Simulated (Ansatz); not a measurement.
Gas-phase electronic energies from Ansatz, PBE0-D4/def2-TZVP geometries. CBS: MP2 limit from def2 TZ/QZ plus the TZ coupled-cluster correction, frozen cores. For Ga outer-core shells are correlated without core-valence functions, which leaves a few kJ/mol of doubt a bond. Scalar relativity is left out up to krypton. Each species was taken in one conformer, which may not be the lowest.

Reaction (redistribution): `FBC[CH2][GaH2]` + silanol → `[SiH3][GaH2]` + `OCCBF`

```tsv
species	CCSD(T)/CBS(def2) energy (Eh)
`FBC[CH2][GaH2]`	-2128.87830
`O[SiH3]`	-366.69042
`[SiH3][GaH2]`	-2215.99298
`OCCBF`	-279.52440
```

Q: Work out ΔE.

A: ΔE = (-2215.99298) + (-279.52440) − (-2128.87830) − (-366.69042) = 0.05134 Eh = +134.8 kJ/mol.

Largest T1 diagnostic among the species: 0.013.

In def2-TZVPP, CCSD(T) changes the Hartree–Fock value by +8.6 kJ/mol (the triples alone add +0.9 kJ/mol) and MP2 by +25.3 kJ/mol. The D4 term adds +3.9 kJ/mol with B3LYP and +2.0 kJ/mol with PBE0; it sums over pairs of atoms, weighted by their polarisabilities, and B3LYP, whose exchange is more repulsive, gets the larger term.

B3LYP here is the variant with VWN-RPA as its local correlation; programs differ in this.
